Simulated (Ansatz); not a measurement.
Geometry optimisation, RKS PBE-D4/def2-SVP (Ansatz 0.2.0).

Input:

```yaml
crystal:
  periodic: [false, false, false]
  atoms:
    - { symbol: "N", position_ang: [-1.2223, -0.1159, 1.6154] }
    - { symbol: C, position_ang: [0.1659, -0.1358, 1.3185] }
    - { symbol: C, position_ang: [0.4436, -0.3415, -0.2023] }
    - { symbol: "N", position_ang: [-0.4321, -1.2699, -0.7966] }
    - { symbol: Si, position_ang: [0.5668, 1.2666, -1.2064] }
    - { symbol: H, position_ang: [-1.6341, 0.8401, 1.2735] }
    - { symbol: H, position_ang: [-1.691, -0.745, 0.9776] }
    - { symbol: H, position_ang: [0.5968, -0.9811, 1.8635] }
    - { symbol: H, position_ang: [0.6726, 0.7703, 1.7691] }
    - { symbol: H, position_ang: [1.4706, -0.8029, -0.2434] }
    - { symbol: H, position_ang: [-0.4994, -2.1551, -0.2439] }
    - { symbol: H, position_ang: [-0.1878, -1.5192, -1.7217] }
    - { symbol: H, position_ang: [1.6191, 2.1499, -0.6843] }
    - { symbol: H, position_ang: [0.8229, 0.9722, -2.5987] }
    - { symbol: H, position_ang: [-0.7131, 2.0166, -1.091] }
basis:
  gaussian: { orbitals: def2-SVP }
hamiltonian:
  xc: pbe
  dispersion: d4
relax:
  f_tol: 0.015
  max_steps: 40
```

Launched with:

```bash
$ ansatz run input.yaml --threads 2 --pin off --max-ram 3072MiB --backend cpu --events-out ev --progress --plain --runs-dir out
```

Where does it end, and by what steps?

The forces met the threshold. The force dipped under the threshold on the way, but the program's further checks kept it going. After 10 steps the energy has fallen by 0.521 eV; H6 moved furthest, 0.43 Å.

```
step  energy less start (eV)  largest force component (eV/Å)  accepted
   0                  0.0000                           2.978       yes
   1                 -0.4366                           1.005       yes
   2                 -0.5014                           0.314       yes
   3                 -0.5012                           0.458        no
   4                 -0.5125                           0.086       yes
   5                 -0.5177                           0.094       yes
   6                 -0.5063                           0.243        no
   7                 -0.5199                           0.015       yes
   8                 -0.5205                           0.023       yes
   9                 -0.5208                           0.020       yes
  10                 -0.5209                           0.007       yes
```

```xyz
15
Properties=species:S:1:pos:R:3
N -1.223 0.178 1.573
C 0.151 -0.228 1.315
C 0.542 -0.406 -0.174
N -0.360 -1.396 -0.776
Si 0.418 1.231 -1.157
H -1.354 1.166 1.320
H -1.829 -0.353 0.931
H 0.326 -1.210 1.819
H 0.849 0.484 1.804
H 1.629 -0.694 -0.201
H -0.215 -2.317 -0.336
H -0.159 -1.526 -1.774
H 1.384 2.237 -0.586
H 0.786 0.967 -2.596
H -0.968 1.816 -1.134
```

Whether the end is a true minimum wasn't checked by a vibrational analysis.

Run time: 22 s on 2 threads of Intel(R) Xeon(R) Platinum 8488C (Sapphire Rapids), with other jobs on the host, peak memory 0.19 GiB.
